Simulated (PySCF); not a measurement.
Mn(13+): ionisation energy

Mn(13+) [Ne] 3s2 (1S) → Mn(14+) [Ne] 3s1 (2S), as a difference of total energies. Calculation: PySCF 2.14, in an even-tempered Gaussian basis (18 s from 0.93 bohr⁻², ratio 2.5; 11 p from 1.2 bohr⁻², ratio 2.5; 5 d from 5 bohr⁻², ratio 2.7; 4 f from 7.5 bohr⁻², ratio 2.7); scalar relativity by spin-free X2C-1e. Correlated levels: outer shells: 1s2 frozen; virtual orbitals above 40 to 60 times the deepest correlated orbital energy dropped. The calculations carry no spin-orbit coupling.

```tsv
method	ionisation energy (eV)
UHF	400.66
LDA	403.40
PBE	403.61
PBE0	403.14
r2SCAN	401.51
TPSSh	402.79
revPBE	403.30
MP2 (outer shells)	402.88
SCS-MP2 (outer shells)	403.11
```

How much does correlation contribute at MP2 (outer shells)?

402.88 − (400.66) = 2.22 eV, measured against UHF.

For comparison: 402.95 ± 0.25 eV (semi-empirical (NIST evaluation); NIST Atomic Spectra Database, ionization energies).
